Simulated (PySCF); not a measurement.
**Molecular orbitals of MgCd**

PBE0 at R = 3.547 Å; PySCF, scalar-relativistic core potentials, basis sets Mg cc-pVDZ, Cd cc-pVDZ-PP with ECP28. State: ¹Σ⁺ (singlet), closed shell. Only the outer orbitals are listed, counted within each symmetry, core potentials removing the inner ones.

| orbital | occ. | ε (eV) | on Mg (%) | main shells (%) |
| --- | --- | --- | --- | --- |
| 6σ | 2 | -13.91 | 0 | 100 Cd d |
| 1δ | 2 | -13.91 | 0 | 100 Cd d |
| 1δ | 2 | -13.91 | 0 | 100 Cd d |
| 3π | 2 | -13.90 | 0 | 100 Cd d |
| 3π | 2 | -13.90 | 0 | 100 Cd d |
| 7σ | 2 | -6.92 | 20 | 79 Cd s, 18 Mg s |
| 8σ | 2 | -5.16 | 77 | 77 Mg s, 20 Cd s |
| 9σ | 0 | -1.28 | 52 | 50 Mg p, 46 Cd p |
| 4π | 0 | -1.20 | 58 | 57 Mg p, 42 Cd p |
| 4π | 0 | -1.20 | 58 | 57 Mg p, 42 Cd p |

Question: Which are the highest filled and the lowest empty level, where do they sit, and how wide is the gap?

Answer: Highest filled 8σ at -5.16 eV (in %: 77 Mg s, 20 Cd s); lowest empty 9σ at -1.28 eV (in %: 50 Mg p, 46 Cd p); the gap at PBE0 is 3.88 eV.

The bond order (Mayer) is 0.17, the ⟨S²⟩ is 0.000 and the charge on Mg (Mulliken, basis-dependent) is 0.06. The charge on Mg (Löwdin, basis-dependent) is 0.02. The dipole moment (positive dipole means Mg(−)Cd(+)) is -0.09 D and the polarisability along the bond is 197.0 bohr³. The polarisability across the bond is 107.5 bohr³.

Closed-shell solutions of metal pairs were not tested for spin polarisation, which can lower them a little.
